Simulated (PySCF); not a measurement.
Se(OMe)(GeH3), SMILES CO[Se][GeH3] (CH6GeOSe) (PBE0/def2-SVP optimised geometry):

```
10

Se     0.799    -1.052     0.000
O      0.965    -0.058     1.526
C      1.166     1.317     1.316
H      0.317     1.796     0.794
H      1.263     1.769     2.316
H      2.089     1.528     0.745
Ge    -1.564    -1.052     0.000
H     -1.986    -1.775    -1.292
H     -2.089    -1.796     1.238
H     -2.077     0.399     0.000
```

Computed with PBE0/def2-TZVP (PySCF).

### Question
What are the frontier orbital energies and the dipole moment?

### Answer
HOMO-2 -9.28 eV, HOMO-1 -7.59 eV, HOMO -6.73 eV, LUMO -1.35 eV, LUMO+1 -0.16 eV; dipole moment 1.45 D.

Meta-Löwdin charges at PBE0/def2-TZVP: Se1 0.17, O2 -0.52, C3 -0.12, H4 0.10, H5 0.13, H6 0.10, Ge7 0.28, H8 -0.04, H9 -0.05, H10 -0.05.
